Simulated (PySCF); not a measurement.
Cartesian coordinates in Å; atom numbers follow the order of the lines, from 1:
```xyz
25

C     3.138    1.018   -0.728
O     1.756    0.989   -0.580
C     1.317    0.478    0.663
C     1.432   -1.062    0.739
C    -0.009   -1.598    0.638
C    -0.840   -0.447    0.063
B    -2.428   -0.620    0.267
N    -3.143    0.686   -0.417
C    -0.181    0.749    0.759
H     3.597    0.010   -0.685
H     3.625    1.639    0.052
H     3.365    1.453   -1.712
H     1.887    0.980    1.472
H     2.042   -1.410   -0.109
H     1.943   -1.396    1.656
H    -0.083   -2.518    0.038
H    -0.392   -1.847    1.643
H    -0.587   -0.368   -1.015
H    -2.912   -1.582   -0.326
H    -2.772   -0.580    1.448
H    -4.155    0.662   -0.300
H    -2.793    1.551    0.001
H    -2.939    0.726   -1.417
H    -0.484    0.765    1.822
H    -0.406    1.740    0.327
```

Geometry: PBE0-D3(BJ)/def2-SVP; GIAO absolute shieldings from PySCF, gas phase, non-relativistic, averaged over equivalent atoms.

At HF/pcSseg-1 (233 basis functions, 25 s wall time on 1 thread of an Arm Neoverse V2, shared host):
```json
{"atoms": "C3", "σ (ppm)": "116.8"}
{"atoms": "C1", "σ (ppm)": "140.9"}
{"atoms": "C9", "σ (ppm)": "150.5"}
{"atoms": "C4", "σ (ppm)": "161.3"}
{"atoms": "C5", "σ (ppm)": "162.2"}
{"atoms": "C6", "σ (ppm)": "165.5"}
{"atoms": "O2", "σ (ppm)": "313.8"}
{"atoms": "B7", "σ (ppm)": "124.3"}
{"atoms": "N8", "σ (ppm)": "227.7"}
{"atoms": "H13", "σ (ppm)": "28.73"}
{"atoms": "H10/H11/H12", "σ (ppm)": "28.77"}
{"atoms": "H21/H22/H23", "σ (ppm)": "28.96"}
{"atoms": "H19", "σ (ppm)": "29.49"}
{"atoms": "H20", "σ (ppm)": "29.94"}
{"atoms": "H16", "σ (ppm)": "30.13"}
{"atoms": "H14", "σ (ppm)": "30.28"}
{"atoms": "H15", "σ (ppm)": "30.34"}
{"atoms": "H25", "σ (ppm)": "30.56"}
{"atoms": "H17", "σ (ppm)": "30.82"}
{"atoms": "H24", "σ (ppm)": "31.02"}
{"atoms": "H18", "σ (ppm)": "31.32"}
```

Problem. Predict the values at PBE0/pcSseg-1 on the same geometry.

Solution. 
```json
{"atoms": "C3", "σ at PBE0/pcSseg-1": "99.5", "change": "-17.3"}
{"atoms": "C1", "σ at PBE0/pcSseg-1": "129.1", "change": "-11.8"}
{"atoms": "C9", "σ at PBE0/pcSseg-1": "139.7", "change": "-10.8"}
{"atoms": "C4", "σ at PBE0/pcSseg-1": "151.9", "change": "-9.4"}
{"atoms": "C5", "σ at PBE0/pcSseg-1": "151.3", "change": "-10.9"}
{"atoms": "C6", "σ at PBE0/pcSseg-1": "153.0", "change": "-12.5"}
{"atoms": "O2", "σ at PBE0/pcSseg-1": "280.7", "change": "-33.1"}
{"atoms": "B7", "σ at PBE0/pcSseg-1": "115.9", "change": "-8.4"}
{"atoms": "N8", "σ at PBE0/pcSseg-1": "218.9", "change": "-8.8"}
{"atoms": "H13", "σ at PBE0/pcSseg-1": "27.87", "change": "-0.86"}
{"atoms": "H10/H11/H12", "σ at PBE0/pcSseg-1": "28.17", "change": "-0.60"}
{"atoms": "H21/H22/H23", "σ at PBE0/pcSseg-1": "28.68", "change": "-0.28"}
{"atoms": "H19", "σ at PBE0/pcSseg-1": "28.84", "change": "-0.65"}
{"atoms": "H20", "σ at PBE0/pcSseg-1": "29.35", "change": "-0.59"}
{"atoms": "H16", "σ at PBE0/pcSseg-1": "29.51", "change": "-0.62"}
{"atoms": "H14", "σ at PBE0/pcSseg-1": "29.65", "change": "-0.63"}
{"atoms": "H15", "σ at PBE0/pcSseg-1": "29.71", "change": "-0.63"}
{"atoms": "H25", "σ at PBE0/pcSseg-1": "29.91", "change": "-0.65"}
{"atoms": "H17", "σ at PBE0/pcSseg-1": "30.17", "change": "-0.65"}
{"atoms": "H24", "σ at PBE0/pcSseg-1": "30.40", "change": "-0.62"}
{"atoms": "H18", "σ at PBE0/pcSseg-1": "30.49", "change": "-0.83"}
```

The largest change is at O2 (ether oxygen). Cost: 233 basis functions, 50 s wall time on 1 thread of an Arm Neoverse V2, shared host. The order of the carbon signals changes between the two levels.

A carbon bonded to boron is broadened by the quadrupolar boron nucleus and is often missing from a measured spectrum.
